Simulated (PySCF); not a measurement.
**Electron correlation in Hg⁺ (mercury, charge +1)**

[Xe] 4f14 5d10 6s1, 2S determinant. Computed with PySCF 2.14 in cc-pVDZ-PP with ECP60MDF (4s4p3d1f, 38 functions), with a scalar-relativistic core potential. Frozen: 5s2 5p6; 11 electrons correlated.

MP2 pair energies summed by pair of shells (mhartree):

```tsv
pair	energy	share (%)
5d-5d	-248.35	85.2
5d-6s	-43.06	14.8
```

Total MP2 correlation energy: -291.41 mhartree.

Same-spin part -106.43 and opposite-spin part -184.97 mhartree; SCS-MP2 scales them by 1/3 and 6/5 to -257.45 mhartree.

```tsv
level	correlation energy (mhartree)
CCSD	-276.00
(T)	-3.02
CCSD(T)	-279.02
```

Diagnostics: T1 = 0.0058, D1 = 0.0237, largest double amplitude 0.025.

Cost of the coupled-cluster step: 1 s of wall time on 1 thread of Neoverse-V2 (shared host), for 11 correlated electrons.

Iterations:

```
CC2 = 0
CCSD nocc = (np.int64(6), np.int64(5)), nmo = (34, 34)
frozen orbitals [[0, 1, 2, 3], [0, 1, 2, 3]]
max_cycle = 100
direct = 0
conv_tol = 1e-08
conv_tol_normt = 1e-06
diis_space = 8
diis_start_cycle = 0
Init t2, MP2 energy = -0.29140632593282
Init E_corr(UCCSD) = -0.291406325952827
cycle = 1  E_corr(UCCSD) = -0.27224746279282  dE = 0.0191588632  norm(t1,t2) = 0.0348721
cycle = 2  E_corr(UCCSD) = -0.275769650304254  dE = -0.00352218751  norm(t1,t2) = 0.00761553
cycle = 3  E_corr(UCCSD) = -0.275860066292451  dE = -9.04159882e-05  norm(t1,t2) = 0.00265245
cycle = 4  E_corr(UCCSD) = -0.276010396585499  dE = -0.000150330293  norm(t1,t2) = 0.000432704
cycle = 5  E_corr(UCCSD) = -0.275998327543316  dE = 1.20690422e-05  norm(t1,t2) = 9.60953e-05
cycle = 6  E_corr(UCCSD) = -0.275998059080962  dE = 2.68462355e-07  norm(t1,t2) = 1.30202e-05
cycle = 7  E_corr(UCCSD) = -0.275998517619339  dE = -4.58538378e-07  norm(t1,t2) = 3.99814e-06
cycle = 8  E_corr(UCCSD) = -0.275998471930328  dE = 4.56890108e-08  norm(t1,t2) = 6.04069e-07
cycle = 9  E_corr(UCCSD) = -0.275998469846774  dE = 2.08355433e-09  norm(t1,t2) = 7.44058e-08
UCCSD converged
E(UCCSD) = -152.5007118479211  E_corr = -0.2759984698467741
UCCSD(T) correction = -0.00301767393716734
```
